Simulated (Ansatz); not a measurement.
## Nudged elastic band run: CH₆FNOSi

The input (input.yaml):

```yaml
crystal:
  periodic: [false, false, false]
  atoms:
    - { symbol: "N", position_ang: [-0.200596, -1.376652, 1.510904] }
    - { symbol: C, position_ang: [0.376694, -0.68671, 0.433571] }
    - { symbol: F, position_ang: [0.02386, -1.243052, -0.81713] }
    - { symbol: O, position_ang: [-0.059729, 0.615532, 0.436104] }
    - { symbol: Si, position_ang: [-0.093575, 1.532528, -0.964079] }
    - { symbol: H, position_ang: [-1.212529, -1.290957, 1.486585] }
    - { symbol: H, position_ang: [0.064422, -2.355607, 1.509168] }
    - { symbol: H, position_ang: [1.469304, -0.757364, 0.469899] }
    - { symbol: H, position_ang: [-1.22573, 1.182169, -1.850928] }
    - { symbol: H, position_ang: [-0.262167, 2.922655, -0.488573] }
    - { symbol: H, position_ang: [1.185446, 1.400457, -1.704919] }
basis:
  gaussian: { orbitals: "6-31G*" }
hamiltonian:
  xc: cam_b3lyp
  dispersion: d4
neb:
  order_check: false
  images: 7
  f_tol: 0.03
  max_iterations: 60
  final_atoms:
    - { symbol: "N", position_ang: [-0.21757319, -1.68438801, 1.25967571] }
    - { symbol: C, position_ang: [0.33056838, -0.83655291, 0.27236404] }
    - { symbol: F, position_ang: [-0.06520168, -1.2931789, -0.96995105] }
    - { symbol: O, position_ang: [-0.1021591, 0.48297925, 0.38531908] }
    - { symbol: Si, position_ang: [-0.07894757, 1.53852803, -0.91235076] }
    - { symbol: H, position_ang: [-1.2204543, -1.52607609, 1.32503307] }
    - { symbol: H, position_ang: [0.19589647, -1.48417475, 2.16470166] }
    - { symbol: H, position_ang: [1.42471424, -0.88081921, 0.30417731] }
    - { symbol: H, position_ang: [-1.19100175, 1.30060509, -1.86011728] }
    - { symbol: H, position_ang: [-0.22540085, 2.88357538, -0.31367747] }
    - { symbol: H, position_ang: [1.21495936, 1.44250113, -1.63457231] }
  initial_path:
    images:
      - { positions_ang: [[-0.200596, -1.376652, 1.510904], [0.376694, -0.68671, 0.433571], [0.02386, -1.243052, -0.81713], [-0.059729, 0.615532, 0.436104], [-0.093575, 1.532528, -0.964079], [-1.212529, -1.290957, 1.486585], [0.064422, -2.355607, 1.509168], [1.469304, -0.757364, 0.469899], [-1.22573, 1.182169, -1.850928], [-0.262167, 2.922655, -0.488573], [1.185446, 1.400457, -1.704919]] }
      - { positions_ang: [[-0.1853483, -1.41410935, 1.4996891], [0.31344296, -0.70940255, 0.38442136], [-0.11063961, -1.2973275, -0.80599818], [-0.13692543, 0.59060801, 0.40165339], [-0.08165621, 1.53694795, -0.95829969], [-1.10619055, -1.18510584, 1.61776052], [0.1318231, -2.35993289, 1.48895597], [1.41449455, -0.75560036, 0.36907255], [-1.08360092, 1.16768104, -1.92699103], [-0.33251145, 2.92055529, -0.50768023], [1.24251186, 1.44868521, -1.54198175]] }
      - { positions_ang: [[-0.1701006, -1.45156671, 1.48847419], [0.25019193, -0.73209509, 0.33527171], [-0.24513922, -1.351603, -0.79486636], [-0.21412185, 0.56568402, 0.36720277], [-0.06973743, 1.5413679, -0.95252037], [-0.9998521, -1.07925469, 1.74893604], [0.1992242, -2.36425878, 1.46874394], [1.3596851, -0.75383673, 0.26824611], [-0.94147185, 1.15319309, -2.00305407], [-0.4028559, 2.91845557, -0.52678745], [1.29957772, 1.49691342, -1.37904451]] }
      - { positions_ang: [[-0.15485291, -1.48902406, 1.47725929], [0.18694089, -0.75478764, 0.28612207], [-0.37963883, -1.40587851, -0.78373454], [-0.29131828, 0.54076003, 0.33275216], [-0.05781864, 1.54578785, -0.94674106], [-0.89351364, -0.97340353, 1.88011156], [0.2666253, -2.36858467, 1.44853191], [1.30487565, -0.75207309, 0.16741966], [-0.79934277, 1.13870513, -2.0791171], [-0.47320035, 2.91635586, -0.54589468], [1.35664358, 1.54514163, -1.21610726]] }
      - { positions_ang: [[-0.13960521, -1.52648141, 1.46604439], [0.12368985, -0.77748018, 0.23697242], [-0.51413844, -1.46015401, -0.77260272], [-0.3685147, 0.51583603, 0.29830154], [-0.04589986, 1.5502078, -0.94096175], [-0.78717519, -0.86755238, 2.01128708], [0.3340264, -2.37291055, 1.42831988], [1.2500662, -0.75030946, 0.06659321], [-0.6572137, 1.12421717, -2.15518014], [-0.5435448, 2.91425615, -0.5650019], [1.41370945, 1.59336984, -1.05317001]] }
      - { positions_ang: [[-0.1590972, -1.56595806, 1.41445222], [0.17540948, -0.79224837, 0.24582033], [-0.40190425, -1.41841023, -0.8219398], [-0.3019258, 0.50762184, 0.32005592], [-0.05416179, 1.54728785, -0.933809], [-0.89549497, -1.03218331, 1.83972358], [0.29949392, -2.1507266, 1.61241532], [1.29372821, -0.78293689, 0.12598924], [-0.79066071, 1.16831415, -2.08141442], [-0.46400881, 2.90658596, -0.50217079], [1.36402192, 1.55565266, -1.19852059]] }
      - { positions_ang: [[-0.1785892, -1.60543471, 1.36286005], [0.22712911, -0.80701655, 0.25466823], [-0.28967006, -1.37666646, -0.87127689], [-0.2353369, 0.49940764, 0.34181031], [-0.06242371, 1.54436791, -0.92665625], [-1.00381475, -1.19681423, 1.66816008], [0.26496143, -1.92854265, 1.79651077], [1.33739022, -0.81556433, 0.18538526], [-0.92410773, 1.21241113, -2.00764871], [-0.38447283, 2.89891577, -0.43933968], [1.3143344, 1.51793549, -1.34387116]] }
      - { positions_ang: [[-0.19808119, -1.64491136, 1.31126788], [0.27884875, -0.82178473, 0.26351614], [-0.17743587, -1.33492268, -0.92061397], [-0.168748, 0.49119345, 0.36356469], [-0.07068564, 1.54144797, -0.91950351], [-1.11213453, -1.36144516, 1.49659657], [0.23042895, -1.7063587, 1.98060622], [1.38105223, -0.84819177, 0.24478128], [-1.05755474, 1.25650811, -1.93388299], [-0.30493684, 2.89124557, -0.37650857], [1.26464688, 1.48021831, -1.48922174]] }
      - { positions_ang: [[-0.21757319, -1.68438801, 1.25967571], [0.33056838, -0.83655291, 0.27236404], [-0.06520168, -1.2931789, -0.96995105], [-0.1021591, 0.48297925, 0.38531908], [-0.07894757, 1.53852803, -0.91235076], [-1.2204543, -1.52607609, 1.32503307], [0.19589647, -1.48417475, 2.16470166], [1.42471424, -0.88081921, 0.30417731], [-1.19100175, 1.30060509, -1.86011728], [-0.22540085, 2.88357538, -0.31367747], [1.21495936, 1.44250113, -1.63457231]] }
```

Command:

```bash
$ ansatz run input.yaml --threads 2 --pin off --max-ram 3072MiB --backend cpu --events-out ev --progress --plain --runs-dir out
```

Output, in part (warnings, iteration lines, the closing report on the highest movable image, with atoms numbered from 0):

```
NEB end point (image 0): max|allowed force component| = 8.932e-3 eV/Å (the criterion of neb.relax_end_points is 1.000e-2)
NEB end point (image 8): max|allowed force component| = 1.021e-2 eV/Å (the criterion of neb.relax_end_points is 1.000e-2)
NEB iter   1: max|band force component| = 2.854e1 eV/Å  barrier→ = 5.1265 eV  barrier← = 5.0653 eV  Δτ_max = 0.2000 Å  (231 SCF iters)
NEB iter   2: max|band force component| = 2.780e0 eV/Å  barrier→ = 0.5121 eV  barrier← = 0.4508 eV  Δτ_max = 0.1956 Å  (197 SCF iters)
NEB iter   3: max|band force component| = 1.815e0 eV/Å  barrier→ = 0.2561 eV  barrier← = 0.1949 eV  Δτ_max = 0.1998 Å  (199 SCF iters)
NEB iter   4: max|band force component| = 1.144e0 eV/Å  barrier→ = 0.1906 eV  barrier← = 0.1294 eV  Δτ_max = 0.1987 Å  (194 SCF iters)
NEB iter   5: max|band force component| = 5.416e-1 eV/Å  barrier→ = 0.1619 eV  barrier← = 0.1007 eV  Δτ_max = 0.2000 Å  (196 SCF iters)
NEB iter   6: max|band force component| = 1.496e0 eV/Å  barrier→ = 0.3098 eV  barrier← = 0.2485 eV  Δτ_max = 0.1004 Å  (197 SCF iters)
NEB iter   7: max|band force component| = 1.691e0 eV/Å  barrier→ = 0.1991 eV  barrier← = 0.1379 eV  Δτ_max = 0.0486 Å  (189 SCF iters)
NEB iter   8: max|band force component| = 4.395e-1 eV/Å  barrier→ = 0.1682 eV  barrier← = 0.1069 eV  CI = image 4  Δτ_max = 0.1003 Å  (183 SCF iters)
NEB iter   9: max|band force component| = 1.832e-1 eV/Å  barrier→ = 0.1551 eV  barrier← = 0.0939 eV  CI = image 4  Δτ_max = 0.0944 Å  (186 SCF iters)
NEB iter  10: max|band force component| = 1.661e-1 eV/Å  barrier→ = 0.1506 eV  barrier← = 0.0894 eV  CI = image 4  Δτ_max = 0.0747 Å  (186 SCF iters)
NEB iter  11: max|band force component| = 1.366e-1 eV/Å  barrier→ = 0.1485 eV  barrier← = 0.0873 eV  CI = image 4  Δτ_max = 0.0527 Å  (180 SCF iters)
NEB iter  12: max|band force component| = 1.053e-1 eV/Å  barrier→ = 0.1478 eV  barrier← = 0.0866 eV  CI = image 4  Δτ_max = 0.0557 Å  (183 SCF iters)
NEB iter  13: max|band force component| = 9.298e-2 eV/Å  barrier→ = 0.1473 eV  barrier← = 0.0860 eV  CI = image 4  Δτ_max = 0.0200 Å  (188 SCF iters)
NEB iter  14: max|band force component| = 7.070e-2 eV/Å  barrier→ = 0.1472 eV  barrier← = 0.0859 eV  CI = image 4  Δτ_max = 0.0291 Å  (174 SCF iters)
NEB iter  15: max|band force component| = 3.813e-2 eV/Å  barrier→ = 0.1471 eV  barrier← = 0.0859 eV  CI = image 4  Δτ_max = 0.0135 Å  (172 SCF iters)
NEB iter  16: max|band force component| = 1.815e-2 eV/Å  barrier→ = 0.1471 eV  barrier← = 0.0859 eV  CI = image 4  Δτ_max = 0.0000 Å  (344 SCF iters)
Total energy: -15264.02299696 eV, -560.9424988118 hartree
Atom 0 at    -0.319803    -1.491039     1.300610 Å, force     0.000720    -0.000448    -0.002790 eV/Å
Atom 1 at     0.365924    -0.750035     0.358372 Å, force    -0.000658     0.006068    -0.007497 eV/Å
Atom 2 at     0.089022    -1.164726    -0.968704 Å, force    -0.000168     0.000498     0.005541 eV/Å
Atom 3 at    -0.003952     0.579914     0.423131 Å, force     0.002854    -0.001801    -0.006558 eV/Å
Atom 4 at    -0.088539     1.522468    -0.959871 Å, force    -0.001561    -0.001668     0.006340 eV/Å
Atom 5 at    -1.220699    -1.168219     1.610294 Å, force    -0.001654    -0.001419     0.002781 eV/Å
Atom 6 at     0.129509    -2.235467     1.801897 Å, force    -0.000757    -0.001143     0.001846 eV/Å
Atom 7 at     1.448985    -0.882045     0.457399 Å, force    -0.000174     0.000327     0.001620 eV/Å
Atom 8 at    -1.255989     1.204620    -1.812111 Å, force     0.000822    -0.000107    -0.000386 eV/Å
Atom 9 at    -0.238603     2.898888    -0.435271 Å, force    -0.000295     0.000244     0.000123 eV/Å
Atom 10 at     1.159548     1.428640    -1.755145 Å, force     0.000872    -0.000552    -0.001019 eV/Å
Dipole moment:     0.058805    -0.158145     0.332384 e Å
```

The forces met the threshold. A vibrational analysis at the climbing image gives one clearly imaginary mode, 511i cm⁻¹: a first-order saddle point.

Final band (atoms are numbered from 1 in the order of the input):

```json
{"image": "0", "path coordinate (Å)": "0.00", "energy (kJ/mol)": "0.0", "height of N1 over the plane of its neighbours (Å)": "0.35"}
{"image": "1", "path coordinate (Å)": "0.15", "energy (kJ/mol)": "0.9", "height of N1 over the plane of its neighbours (Å)": "0.31"}
{"image": "2", "path coordinate (Å)": "0.29", "energy (kJ/mol)": "5.4", "height of N1 over the plane of its neighbours (Å)": "0.21"}
{"image": "3", "path coordinate (Å)": "0.44", "energy (kJ/mol)": "11.5", "height of N1 over the plane of its neighbours (Å)": "0.08"}
{"image": "4", "path coordinate (Å)": "0.58", "energy (kJ/mol)": "14.2", "height of N1 over the plane of its neighbours (Å)": "-0.06"}
{"image": "5", "path coordinate (Å)": "0.88", "energy (kJ/mol)": "9.9", "height of N1 over the plane of its neighbours (Å)": "-0.29"}
{"image": "6", "path coordinate (Å)": "1.18", "energy (kJ/mol)": "8.0", "height of N1 over the plane of its neighbours (Å)": "-0.34"}
{"image": "7", "path coordinate (Å)": "1.48", "energy (kJ/mol)": "6.4", "height of N1 over the plane of its neighbours (Å)": "-0.36"}
{"image": "8", "path coordinate (Å)": "1.78", "energy (kJ/mol)": "5.9", "height of N1 over the plane of its neighbours (Å)": "-0.38"}
```

Time of the run: 3.2 min on 2 threads of AMD EPYC 9R14 (Zen 4), on a shared host, peak memory 0.23 GiB.
